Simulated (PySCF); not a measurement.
**Polarisability and C₆ of W⁺ (tungsten, charge +1)**

[Xe] 4f14 5d4 6s1, high-spin 6D determinant. Computed with PySCF 2.14 in aug-cc-pVQZ-PP with ECP60MDF, with scalar relativity through the core potential. Coupled (time-dependent) response in atomic units; α is the mean over directions.

```json
{"method": "MN15", "mean α (bohr³)": "36.43", "α xx, yy, zz": "35.84, 35.84, 37.61", "C₆ (like pair)": "313.4", "S(−4)": "550.7"}
```

S(−4) is the Cauchy moment in α(ω) = α(0) + S(−4) ω² + …

Spin-orbit coupling is absent.

α(iu) at MN15:

```csv
u (hartree),α(iu) (bohr³)
0,36.43
0.0500,35.11
0.100,31.80
0.200,23.86
0.300,17.83
0.500,11.17
0.750,7.307
1.00,5.258
1.50,3.159
2.00,2.117
3.00,1.132
5.00,0.4691
```

A single London oscillator, α(iu) = α/(1 + u²/ω²), gives C₆ = (3/4) ω α². Matching the computed C₆ needs ω = 4 × 313.4 / (3 × 36.43²) = 0.315 hartree.

For an ion, C₆ is the dispersion term alone; charge-induced terms of lower order in 1/R come first.

The components differ because the open shell of this determinant is not spherical; for a pure term their mean is the scalar polarisability.

Energies and moments cover only the electrons outside the core potential. Spin-orbit coupling, absent here, splits the open shell strongly.
